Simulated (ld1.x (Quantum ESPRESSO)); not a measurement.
**selenium TM: all-electron and pseudo phase curves**

selenium, norm-conserving Troullier–Martins (Kleinman–Bylander form), made with ld1.x (Quantum ESPRESSO) 7.5 (PBEsol, scalar-relativistic). Core [Ne], reference 3s2 3p6 3d10 4s1.5 4p4.5. Waves: 3s (bound): rc 0.50 bohr; 3d (bound): rc 0.60 bohr; 3p (bound): rc 0.65 bohr. Local part: the p channel. Core correction: a·sin(br)/r model core, default radius (core density twice the valence density).

Occupied shells without a wave of their own: 4p, 4s. They enter only through the test configuration that unscreens the potential, and ld1.x also counts them in the model core charge.

The phase is arctan(r·u′/u) with u = r·R(r), unwrapped; energies in Ry, scanned from -18 to 5 Ry. A pole is an energy at which the radial function vanishes at the test radius. The pseudo phase is shifted by a multiple of π to meet the all-electron one at the reference energy, and phase errors are pseudo minus all-electron; the curves can meet again beyond the range given. Levels narrower than the energy grid can be missing from the lists of poles.

| channel | radius (bohr) | reference energy (Ry) | poles, all-electron | poles, pseudo | unbroken range about the reference energy with phases within 0.05 rad | phase error 1 Ry above the reference energy (rad) |
| --- | --- | --- | --- | --- | --- | --- |
| s | 0.70 | -15.72 | -0.69 | -1.16 | the whole range | -0.000 |
| p | 0.70 | -11.29 | 2.96 | 2.72 | the whole range | +0.000 |
| d | 0.70 | -3.96 | none | none | the whole range | +0.000 |

A Bessel basis up to 400 Ry misses an occupied level by 0.04 Ry, so cutoffs and ghosts were not judged. The potential misses its own reference levels by up to 0.3 eV. ld1.x takes every shell without a wave as core, so the model core holds the 4p, 4s electrons as well and exchange and correlation see them twice. This cancels in the reference configuration, but the file is broken for other ones, and its errors say nothing about a proper core correction.

Phases in the d channel:

```json
{"E (Ry)": "-18.00", "all-electron": "1.131", "pseudo": "1.132"}
{"E (Ry)": "-17.04", "all-electron": "1.108", "pseudo": "1.110"}
{"E (Ry)": "-16.08", "all-electron": "1.082", "pseudo": "1.083"}
{"E (Ry)": "-15.12", "all-electron": "1.052", "pseudo": "1.053"}
{"E (Ry)": "-14.16", "all-electron": "1.015", "pseudo": "1.016"}
{"E (Ry)": "-13.20", "all-electron": "0.971", "pseudo": "0.972"}
{"E (Ry)": "-12.24", "all-electron": "0.916", "pseudo": "0.918"}
{"E (Ry)": "-11.28", "all-electron": "0.848", "pseudo": "0.850"}
{"E (Ry)": "-10.32", "all-electron": "0.760", "pseudo": "0.762"}
{"E (Ry)": "-9.36", "all-electron": "0.644", "pseudo": "0.646"}
{"E (Ry)": "-8.40", "all-electron": "0.489", "pseudo": "0.491"}
{"E (Ry)": "-7.44", "all-electron": "0.283", "pseudo": "0.285"}
{"E (Ry)": "-6.48", "all-electron": "0.023", "pseudo": "0.024"}
{"E (Ry)": "-5.52", "all-electron": "-0.273", "pseudo": "-0.273"}
{"E (Ry)": "-4.56", "all-electron": "-0.559", "pseudo": "-0.559"}
{"E (Ry)": "-3.60", "all-electron": "-0.798", "pseudo": "-0.798"}
{"E (Ry)": "-2.64", "all-electron": "-0.982", "pseudo": "-0.982"}
{"E (Ry)": "-1.68", "all-electron": "-1.121", "pseudo": "-1.119"}
{"E (Ry)": "-0.72", "all-electron": "-1.225", "pseudo": "-1.224"}
{"E (Ry)": "0.24", "all-electron": "-1.305", "pseudo": "-1.304"}
{"E (Ry)": "1.20", "all-electron": "-1.369", "pseudo": "-1.367"}
{"E (Ry)": "2.16", "all-electron": "-1.421", "pseudo": "-1.418"}
{"E (Ry)": "3.12", "all-electron": "-1.464", "pseudo": "-1.460"}
{"E (Ry)": "4.08", "all-electron": "-1.500", "pseudo": "-1.496"}
```
